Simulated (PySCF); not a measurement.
## CrH4, singlet: computed properties

Level of theory: PySCF, PBE0, basis Cr def2-TZVP, H def2-TZVP (no relativity, density fitting).

The structure is a saddle point with 1 imaginary mode.

```xyz
5
charge 0 multiplicity 1, angstrom
Cr    0.0000    0.0321    0.0310
H     1.3328   -0.4775    0.7716
H    -1.3328   -0.4774    0.7716
H     0.0000    0.0511   -1.6810
H     0.0000   -0.7697   -1.4776
```

| Property | Result |
| --- | --- |
| Point group | Cs |
| Bond lengths | Cr–H 1.608 Å (×2), Cr–H 1.708 Å, Cr–H 1.712 Å, H–H 0.846 Å |
| Bond angles | Cr–H–H 75.4°, Cr–H–H 75.9°, H–Cr–H 28.6°, H–Cr–H 105.0° (×2), H–Cr–H 112.0°, H–Cr–H 117.7° (×2) |
| Principal quadrupole moments (Buckingham, traceless) about the centre of mass | -5.32, 0.88, 4.45 D Å |
| Atomisation energy without zero-point energy | 561 kJ/mol |
| Zero-point energy (real modes) | 66.3 kJ/mol |
| Principal polarisabilities | 30.7, 44.9, 45.1 bohr³ |
| Highest occupied level | -5.81 eV |
| Lowest empty level | -1.88 eV |
| Rotational constants | 3.612, 2.275, 1.702 cm⁻¹ |
| Dipole moment | 3.04 D |

Harmonic modes (masses in u: Cr 51.941, H 1.008):
```tsv
symmetry	ω (cm⁻¹)	IR (km/mol)	μ (u)
a''	251i	–	1.02
a'	524	135	1.06
a'	662	106	1.03
a''	738	0.0	1.02
a'	967	199	1.05
a'	1641	4.3	1.01
a''	1780	450	1.04
a'	1829	197	1.02
a'	2946	520	1.01
```

Charges (e):
| atom | Mulliken | Löwdin | polar tensor | Mayer order to Cr1 |
| --- | --- | --- | --- | --- |
| Cr1 | 0.21 | 0.04 | 0.61 | – |
| H2,3 | -0.15 | -0.12 | -0.38 | 0.99 |
| H4 | 0.04 | 0.09 | 0.06 | 0.42 |
| H5 | 0.06 | 0.11 | 0.10 | 0.43 |
Other Mayer orders above 0.3: H–H 0.56.

Mulliken populations on Cr1: s 6.62, p 12.33, d 4.84, f 0.00.

Stability towards spin polarisation was not tested. Only a few start shapes were tried, so a lower isomer may exist. At this level a triplet minimum of Td symmetry lies 155 kJ/mol below this structure.

The final relaxation and frequency run took about 80 core-seconds on a shared host.
